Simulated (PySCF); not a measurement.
Compound: zinc cyanide radical, CNZn (doublet state).
Numbering: `[N:1]#[C:2][Zn:3]`

Method: PBE0-D3(BJ)/def2-SVP geometry optimisation, gas phase in PySCF 2.14.0; unrestricted, density fitting, grid level 1; the optimiser is geomeTRIC in internal coordinates, started from a GFN2-xTB structure with every atom displaced at random (about 0.01 Å).

Step 0: E = -50926.2014 eV
```
atom  x, y, z in Å  |  force x, y, z in eV/Å
N1     -0.9496   -1.0266    0.0137   -2.039  -2.304   0.026
C2     -0.1852   -0.1808    0.0087    2.817   3.317  -0.062
Zn3     1.1409    1.4829   -0.0414   -0.778  -1.013   0.036
```

Step 1: E = -50926.3259 eV
```
atom  x, y, z in Å  |  force x, y, z in eV/Å
N1     -0.9599   -0.9587   -0.0030    0.214   0.006   0.045
C2     -0.0867   -0.1892    0.0328   -0.267   0.051  -0.069
Zn3     1.0526    1.4234   -0.0489    0.054  -0.057   0.024
```

Step 2: E = -50926.3298 eV
```
atom  x, y, z in Å  |  force x, y, z in eV/Å
N1     -0.9551   -0.9640   -0.0008    0.106  -0.072   0.037
C2     -0.0948   -0.1816    0.0294   -0.164   0.112  -0.058
Zn3     1.0560    1.4210   -0.0476    0.058  -0.040   0.021
```

Step 3: E = -50926.3459 eV
```
atom  x, y, z in Å  |  force x, y, z in eV/Å
N1     -0.9127   -1.0076    0.0181   -0.256  -0.309   0.008
C2     -0.1679   -0.1191   -0.0004    0.234   0.293  -0.008
Zn3     1.0866    1.4022   -0.0367    0.022   0.016   0.001
```

Task: Estimate the geometry and energy of step 4. (The exact step hangs on the optimiser's Hessian estimate; all steps are aligned on step 3, rigid shifts and turns removed.)

Result: E = -50926.3466 eV, largest force 0.114 eV/Å
```
atom  x, y, z in Å  |  force x, y, z in eV/Å
N1     -0.9130   -1.0100    0.0185   -0.073  -0.087   0.003
C2     -0.1693   -0.1177   -0.0010    0.063   0.083  -0.003
Zn3     1.0883    1.4031   -0.0365    0.010   0.004   0.000
```

The energy changes by -0.0007 eV. The first-order estimate −F·Δx gives -0.0010 eV and the mean of the old and new forces, exact on a quadratic surface, -0.0006 eV. The step makes an angle of 62° with the force vector and moves no atom by more than 0.002 Å.

The cost below is that of the whole optimisation. On an Intel Xeon Platinum 8488C with one thread, on a shared host, this took 14 s and 0.29 GiB of memory at its peak.
